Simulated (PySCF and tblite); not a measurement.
Values are calculated unless marked as measured or tabulated.
C₅H₅FO₂, numbered as in [CH2:1]=[CH:2][C@:3]1([F:4])[O:5][CH2:6][C:7]1=[O:8].

Level: PBE0-D3(BJ)/def2-SVP (IEF-PCM, water)//GFN2-xTB, thermal terms from GFN2-xTB, symmetry numbers and mirror pairs counted. Conformers within 3 kcal/mol (GFN2-xTB free energy) were kept, 10 at most. Codes: tblite and PySCF.

Rotational constants are equilibrium values for the commonest isotopes; dipoles come from the energy level named and are polarised by its solvent model.

Torsions listed: C1–C2–C3–F4. The 4-ring runs over atoms 3–5–6–7.

```tsv
conformer	shape	symmetry	weight %
1	4-ring flat; 138°	C1	72.0
2	4-ring flat; -23°	C1	28.0
```

Sets of constants, in random order:

| set | A (MHz) | B (MHz) | C (MHz) | abs μa (D) | abs μb (D) | abs μc (D) |
| --- | --- | --- | --- | --- | --- | --- |
| P | 3169 | 1840 | 1579 | 0.47 | 0.37 | 2.00 |
| Q | 2807 | 1815 | 1803 | 0.65 | 2.51 | 0.35 |

Question: Match each set to its conformer.

Answer: P is conformer 2, Q is conformer 1.


Conformer gaps in def2-SVP on xTB geometries can be 2 kcal/mol too large for S=O, P=O and other polar bonds.